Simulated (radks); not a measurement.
Task: These are the eigenvalues of the occupied orbitals of an atom or ion with whole-number occupations (Ry). All-electron calculation, non-relativistic Kohn-Sham, revTPSS, spin-polarised, spherical densities, point nucleus; meta-GGA in the generalised Kohn-Sham scheme. Program: a radial shooting solver on a logarithmic mesh with Libxc functionals.

orbital  eigenvalue
1s up     -1025.073
1s down   -1025.062
2s up     -134.9027
2s down   -134.8974
2p up     -122.0155
2p down   -122.0038
3s up     -20.69783
3s down   -20.68522
3p up     -16.12130
3p down   -16.10549
3d up      -7.99320
3d down    -7.97102
4s up      -3.41065
4s down    -3.23463
4p up      -2.35576
4p down    -2.18863

Which element is it, and in what charge state? The configuration may be excited. Open shells, if any, are filled with parallel spins first.

Result: Z = 36, krypton, charge +2: Kr2+ in [Ar] 3d10 4s2 4p4. The list shows which subshells hold electrons but not how many an open one holds; the 1s level, -512.54 hartree, gives Z - s = 32.0 by -(Z - s)^2/2, which with screening narrows Z to a few neighbours, and the depths of the outer levels then fix element, charge and occupations together.
